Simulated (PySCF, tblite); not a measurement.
Isomers of C3H7ClOSi, one GFN2-xTB conformer each. Single-point energies are computed at PBE0/pcSseg-1 (PySCF, gas phase, no added dispersion term), electronic only.

```csv
SMILES,GFN2-xTB relative energy (kcal/mol)
Cl[C@H]1CCO[SiH2]1,0.0
O[SiH2][C@@H]1C[C@@H]1Cl,14.9
O[SiH2][C@@H]1C[C@H]1Cl,15.6
[SiH3]O/C=C\CCl,13.0
C=C(Cl)OC[SiH3],51.4
```

Conformers: `[Cl:1][C@H:2]1[CH2:3][CH2:4][O:5][SiH2:6]1` with Cl1–C2–C3–C4 82°, C2–C3–C4–O5 39°, C3–C4–O5–Si6 -26°, C4–O5–Si6–C2 4°; `[OH:1][SiH2:2][C@@H:3]1[CH2:4][C@@H:5]1[Cl:6]` with H–O1–Si2–C3 52°, O1–Si2–C3–C4 28°; `[OH:1][SiH2:2][C@@H:3]1[CH2:4][C@H:5]1[Cl:6]` with H–O1–Si2–C3 180°, O1–Si2–C3–C4 33°; `[SiH3:1][O:2]/[CH:3]=[CH:4]\[CH2:5][Cl:6]` with Si1–O2–C3–C4 -179°, C3–C4–C5–Cl6 -119°; `[CH2:1]=[C:2]([Cl:3])[O:4][CH2:5][SiH3:6]` with C1–C2–O4–C5 -179°, C2–O4–C5–Si6 180°.

What does PBE0/pcSseg-1 give for the same structures?

```csv
SMILES,PBE0/pcSseg-1 E (Eh),PBE0/pcSseg-1 (kcal/mol),GFN2-xTB (kcal/mol),point group
Cl[C@H]1CCO[SiH2]1,-942.92416,0.0,0.0,C1
O[SiH2][C@@H]1C[C@@H]1Cl,-942.91040,8.6,14.9,C1
O[SiH2][C@@H]1C[C@H]1Cl,-942.90988,9.0,15.6,C1
[SiH3]O/C=C\CCl,-942.89114,20.7,13.0,C1
C=C(Cl)OC[SiH3],-942.84309,50.9,51.4,Cs
```

Both levels put the same isomer lowest; measured from each level's own lowest isomer, the values differ by up to 7.7 kcal/mol ([SiH3]O/C=C\CCl: 13.0 against 20.7). As drawn, the lowest has an Si–O bond, which the highest lacks; the highest has a C=C bond outside aromatic rings, which the lowest lacks. Neighbours under 2.5 kcal/mol apart (O[SiH2][C@@H]1C[C@@H]1Cl and O[SiH2][C@@H]1C[C@H]1Cl) can change places with a better method, another conformer or zero-point energy. O[SiH2][C@@H]1C[C@@H]1Cl and O[SiH2][C@@H]1C[C@H]1Cl are stereoisomers, 0.4 kcal/mol apart in the conformers taken.

Which frontier levels, dipoles and rotational constants go with these structures?

```json
{"SMILES": "Cl[C@H]1CCO[SiH2]1", "HOMO (eV, PBE0/pcSseg-1)": "-7.81", "LUMO (eV)": "0.34", "dipole (D)": "1.85", "A, B, C (MHz)": "3636, 1966, 1570"}
{"SMILES": "O[SiH2][C@@H]1C[C@@H]1Cl", "HOMO (eV, PBE0/pcSseg-1)": "-8.07", "LUMO (eV)": "0.63", "dipole (D)": "2.16", "A, B, C (MHz)": "3277, 1831, 1406"}
{"SMILES": "O[SiH2][C@@H]1C[C@H]1Cl", "HOMO (eV, PBE0/pcSseg-1)": "-7.61", "LUMO (eV)": "0.31", "dipole (D)": "2.93", "A, B, C (MHz)": "5670, 1066, 1048"}
{"SMILES": "[SiH3]O/C=C\\CCl", "HOMO (eV, PBE0/pcSseg-1)": "-7.01", "LUMO (eV)": "-0.14", "dipole (D)": "3.23", "A, B, C (MHz)": "7003, 797.9, 755.1"}
{"SMILES": "C=C(Cl)OC[SiH3]", "HOMO (eV, PBE0/pcSseg-1)": "-6.67", "LUMO (eV)": "0.53", "dipole (D)": "1.25", "A, B, C (MHz)": "4970, 1100, 915.6"}
```

What happens when harmonic zero-point energies from GFN2-xTB frequencies are added?

```tsv
SMILES	ZPE (kcal/mol)	electronic (kcal/mol)	with ZPE (kcal/mol)
Cl[C@H]1CCO[SiH2]1	59.2	0.0	0.0
O[SiH2][C@@H]1C[C@@H]1Cl	57.3	8.6	6.8
O[SiH2][C@@H]1C[C@H]1Cl	57.3	9.0	7.0
[SiH3]O/C=C\CCl	55.4	20.7	16.9
C=C(Cl)OC[SiH3]	54.4	50.9	46.1
```

The zero-point energies span 4.8 kcal/mol. The order is unchanged.
